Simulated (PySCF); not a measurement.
C₄H₉NSi, SMILES N[SiH2]C1=CCC1. Geometry optimised at PBE-D3(BJ)/def2-SVP. This is a generated structure with no PubChem entry under its InChIKey; it may be hypothetical. Other conformers were not sampled.

Computed equilibrium geometry at PBE-D3(BJ)/def2-SVP (PySCF confirms it by a frequency run) as a Z-matrix (one conformer of several):
```
C
C 1 1.3629
H 2 1.1027 1 132.07
C 2 1.5133 3 132.79 1 -179.94
H 4 1.1118 2 115.88 3 -63.89
H 4 1.1119 5 107.86 2 -131.91
C 1 1.5312 2 92.54 3 -179.99
H 7 1.1108 1 115.42 2 116.35
H 7 1.1108 8 108.18 1 -131.08
Si 1 1.8684 2 131.62 3 -0.96
N 10 1.7501 1 107.15 2 -14.33
H 11 1.0234 10 117.79 1 162.50
H 11 1.0241 12 109.60 10 -137.81
H 10 1.5076 11 106.24 12 41.91
H 10 1.5172 14 106.38 11 125.24
```
